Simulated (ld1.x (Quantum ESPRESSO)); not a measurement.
Values are calculated unless marked as measured or tabulated.
**Pseudopotentials across the periodic table**

Generated with ld1.x 7.5 (TM, RRKJ, ultrasoft, PAW), atompaw 4.2 or ONCVPSP 4.0.1. The cutoff is in Ry: for ld1.x and atompaw files where the sum of valence levels is converged to 10 mRy in a Bessel basis, for ONCV files where the hardest occupied wave has 1 mHa per electron of residual kinetic energy. The error is the largest all-electron minus pseudo excitation energy over each file’s own four to seven test configurations (ionisations up to +4, promotions, holes and added fractions of an electron), all of which were solved. The labels leave out finer settings (local radius, basis sizes, second energies), which also bear on the numbers. Spin-polarised tests are not counted. The rows are a selection from randomly drawn settings: files with unsolved tests, undetermined cutoffs or missed reference levels are left out.

| element | potential | cutoff (Ry) | largest error (meV) | bound ghosts |
| --- | --- | --- | --- | --- |
| C | RRKJ, PW91, scalar-relativistic, rc 1.00/2.10 (sp), local s, core correction no, reference 2s2 2p2 | 35 | +839 | none |
| Ne | PAW, PBE, non-relativistic, rc 0.90/1.40/1.40 (spd), local smoothed, core correction yes, reference 2s2 2p6 | 45 | -104 | none |
| Gd | TM, BLYP, scalar-relativistic, rc 3.25/4.20/3.55/1.20 (spdf), local s, core correction yes, reference 4f7 5d1 6s2 6p0 | 260 | -1900 | none |

Task: Fill in the row for Cu: RRKJ, Wu–Cohen, scalar-relativistic, rc 1.10/0.70/1.25 (spd), local smoothed, core correction no, reference 3s2 3p6 3d10 4s0 4p0.

Result: cutoff 300 Ry, largest error -147 meV, bound ghosts: none.

Task: Fill in the row for Pt: TM, LDA (PZ), scalar-relativistic, rc 2.20/3.70/1.70 (spd), local s, core correction no, reference 5d9 6s0.75 6p0.25.

Result: cutoff 40 Ry, largest error -211 meV, bound ghosts: none.
